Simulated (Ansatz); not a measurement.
Reaction (atomization): `[Cl][GaH]`• → Cl• + Ga• + H•

Isolated molecules relaxed with PBE0-D4/def2-TZVP in Ansatz; ΔE leaves out vibrations. CCSD(T)/CBS is the MP2 limit (def2-TZVPP, def2-QZVPP) plus CCSD(T) − MP2 in def2-TZVPP, frozen cores. This one scheme is used for every species, atoms too. DFT in def2-TZVPP. No spin–orbit coupling; open shells (•) take unrestricted orbitals. Spin–orbit coupling would lower the free atoms: a little for Cl; clearly for Ga. Bonds to Ga are less sure, by a few kJ/mol each and by 10 to 20 or more in all where they break to atoms, as the def2 sets lack core-valence functions. Scalar relativity is left out up to krypton.

CCSD(T)/CBS gives +139.2 kcal/mol.

(1) Another level gave +140.2 kcal/mol. Which?
A. r2SCAN/def2-TZVPP
B. B2PLYP/def2-TZVPP
C. revPBE/def2-TZVPP
D. LC-ωPBE/def2-TZVPP

Largest T1 diagnostic among the species: 0.015.

Results:

(1) D. LC-ωPBE 140.2, B2PLYP 137.5, r2SCAN 145.4, revPBE 135.2 kcal/mol.

From r2SCAN to r2SCAN0 (25 % exact exchange), in def2-TZVPP and without D4, ΔE moves by −2.6 kcal/mol: exact exchange takes away binding that semilocal exchange gives to molecules. The D4 term adds +1.8 kcal/mol with B3LYP and +0.9 kcal/mol with PBE0; it sums over pairs of atoms, weighted by their polarisabilities, and B3LYP, whose exchange is more repulsive, gets the larger term. In def2-TZVPP, CCSD(T) changes the Hartree–Fock value by +30.9 kcal/mol (the triples alone add +2.5 kcal/mol) and MP2 by +34.3 kcal/mol; breaking electron pairs costs correlation energy, which Hartree–Fock lacks.

B3LYP here is the variant with VWN-RPA as its local correlation; programs differ in this.

For atomizations the MP2-based limit and the directly extrapolated one differ by several kJ/mol either way, and by 10 to 25 for some Ge, Se and Sn compounds, so smaller differences from it don't rank the levels.
